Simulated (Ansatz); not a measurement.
Program: Ansatz. Geometries: PBE0-D4/def2-TZVP. ΔE: electronic, gas phase. CCSD(T)/CBS adds triple-zeta CCSD(T) − MP2 to the extrapolated MP2 energy (def2 sets, frozen cores). DFT in def2-TZVPP. B3LYP here is the variant with VWN-RPA as its local correlation; programs differ in this. def2 core potentials past Kr. For In outer-core shells are correlated without core-valence functions, which leaves a few kJ/mol of doubt a bond. One conformer a species, not always the lowest.

Consider the substitution at a C–C bond: `CC(C)CO` + `[NH2][In]([Cl])[Cl]` → `C[NH][In]([Cl])[Cl]` + `CCCO`.

```json
{"level": "PBE-D4", "ΔE (kJ/mol)": "45.7", "difference from CCSD(T)/CBS": "-3.5"}
{"level": "r2SCAN-D4", "ΔE (kJ/mol)": "49.3", "difference from CCSD(T)/CBS": "0.1"}
{"level": "PBE0-D4", "ΔE (kJ/mol)": "47.0", "difference from CCSD(T)/CBS": "-2.2"}
{"level": "B3LYP-D4", "ΔE (kJ/mol)": "43.7", "difference from CCSD(T)/CBS": "-5.5"}
{"level": "ωB97X-V", "ΔE (kJ/mol)": "46.8", "difference from CCSD(T)/CBS": "-2.4"}
{"level": "ωB97M-V", "ΔE (kJ/mol)": "49.9", "difference from CCSD(T)/CBS": "0.7"}
{"level": "B2PLYP", "ΔE (kJ/mol)": "44.9", "difference from CCSD(T)/CBS": "-4.3"}
{"level": "PBE", "ΔE (kJ/mol)": "43.6", "difference from CCSD(T)/CBS": "-5.6"}
{"level": "r2SCAN", "ΔE (kJ/mol)": "48.8", "difference from CCSD(T)/CBS": "-0.4"}
{"level": "PBE0", "ΔE (kJ/mol)": "45.3", "difference from CCSD(T)/CBS": "-3.9"}
{"level": "B3LYP", "ΔE (kJ/mol)": "40.5", "difference from CCSD(T)/CBS": "-8.7"}
{"level": "HF/def2-TZVPP", "ΔE (kJ/mol)": "39.6", "difference from CCSD(T)/CBS": "-9.6"}
{"level": "MP2/def2-TZVPP", "ΔE (kJ/mol)": "52.4", "difference from CCSD(T)/CBS": "3.2"}
{"level": "SCS-MP2/def2-TZVPP", "ΔE (kJ/mol)": "48.1", "difference from CCSD(T)/CBS": "-1.1"}
{"level": "CCSD/def2-TZVPP", "ΔE (kJ/mol)": "48.3", "difference from CCSD(T)/CBS": "-0.9"}
{"level": "CCSD(T)/def2-TZVPP", "ΔE (kJ/mol)": "49.5", "difference from CCSD(T)/CBS": "0.3"}
{"level": "HF/def2-QZVPP", "ΔE (kJ/mol)": "39.0", "difference from CCSD(T)/CBS": "-10.2"}
{"level": "MP2/def2-QZVPP", "ΔE (kJ/mol)": "52.1", "difference from CCSD(T)/CBS": "2.9"}
{"level": "SCS-MP2/def2-QZVPP", "ΔE (kJ/mol)": "47.8", "difference from CCSD(T)/CBS": "-1.4"}
{"level": "HF/CBS(def2)", "ΔE (kJ/mol)": "38.9", "difference from CCSD(T)/CBS": "-10.3"}
{"level": "MP2/CBS(def2)", "ΔE (kJ/mol)": "52.2", "difference from CCSD(T)/CBS": "3.0"}
{"level": "CCSD/CBS(def2)", "ΔE (kJ/mol)": "48.0", "difference from CCSD(T)/CBS": "-1.2"}
{"level": "CCSD(T)/CBS", "ΔE (kJ/mol)": "49.2", "difference from CCSD(T)/CBS": "0"}
```

Largest T1 diagnostic among the species: 0.013.

In def2-TZVPP, CCSD(T) changes the Hartree–Fock value by +9.9 kJ/mol (the triples alone add +1.2 kJ/mol) and MP2 by +12.8 kJ/mol. The D4 term adds +3.2 kJ/mol with B3LYP and +1.7 kJ/mol with PBE0; it sums over pairs of atoms, weighted by their polarisabilities, and B3LYP, whose exchange is more repulsive, gets the larger term.
